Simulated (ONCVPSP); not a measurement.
## Before and after: ONCV potential for Os

```json
{
  "Element": "Os",
  "Generator": "ONCVPSP 4.0.1",
  "Type": "optimised norm-conserving Vanderbilt (ONCV)",
  "Functional": "PBEsol",
  "Relativity": "scalar-relativistic",
  "Frozen core": "[Kr] 4d10 4f14",
  "Valence charge": "16",
  "Reference configuration": "5s2 5p6 5d7 6s1",
  "Partial waves": "5s+6s: rc 1.75 bohr, ncon 4, nbas 7, qcut 5.8 1/bohr, 3 projectors, debl 3.1 Ha; 5p: rc 1.25 bohr, ncon 4, nbas 8, qcut 5.2 1/bohr, 2 projectors, debl 3.2 Ha; 5d: rc 1.60 bohr, ncon 4, nbas 8, qcut 5.1 1/bohr, 2 projectors, debl 2.6 Ha",
  "Local potential": "polynomial inside 1.05 bohr (lpopt 5, dvloc0 0 Ha)",
  "Core correction": "none"
}
```

All-electron outer shells of the reference configuration (PBEsol, scalar-relativistic, ld1.x):

```csv
shell,level (eV),outermost node (bohr),outermost maximum (bohr)
5s,-89.24,0.51,0.91
4f,-49.59,–,0.40
5p,-48.65,0.55,1.03
6s,-5.47,1.21,2.54
5d,-4.73,0.60,1.38
```

Change: d: rc 1.38.

Cutoffs: the cutoffs (Ha) at which the residual kinetic energy of the hardest occupied pseudo-wave falls to 1 and 0.1 mHa per electron; they do not see the model core or the augmentation charge, which bear on the density cutoff. Errors are all-electron minus pseudo energies relative to the spin-unpolarised reference configuration.

Task: How do hardness, ghosts and transferability respond?

Result: The potential gets neither clearly harder nor softer (119 Ha and 139 Ha → 119 Ha and 139 Ha); the p channel sets the loose cutoff, while the largest relative change is in d, which becomes softer; the errors of the 4 common tests hardly move; neither file shows a bound ghost.

| quantity | base | changed |
| --- | --- | --- |
| cutoff, loose | 119 Ha | 119 Ha |
| cutoff, tight | 139 Ha | 139 Ha |
| loose cutoff by channel | s 14 Ha, p 119 Ha, d 24 Ha | s 14 Ha, p 119 Ha, d 17 Ha |
| bound ghosts | none | none |
| GHOST(+) flags under 300 eV | s at 214.8 eV | s at 214.8 eV |
| error for 5s2 5p6 5d6 6s2, meV [ΔE -0.33 eV] | -0.7 | -0.6 |
| error for 5s2 5p6 5d6 6s1, meV [ΔE 9.30 eV] | -0.6 | -0.3 |
| error for 5s2 5p6 5d6 6s0, meV [ΔE 26.24 eV] | -5.9 | -5.4 |
| error for 5s2 5p5 5d6 6s2, meV [ΔE 56.62 eV] | -95 | -92 |
| s: phases at 1.78 bohr within 0.05 rad from the reference energy up to (Ha; the scan ends near 5) | to the end of the scan | to the end of the scan |
| p: phases at 1.27 bohr within 0.05 rad from the reference energy up to (Ha; the scan ends near 5) | to the end of the scan | to the end of the scan |
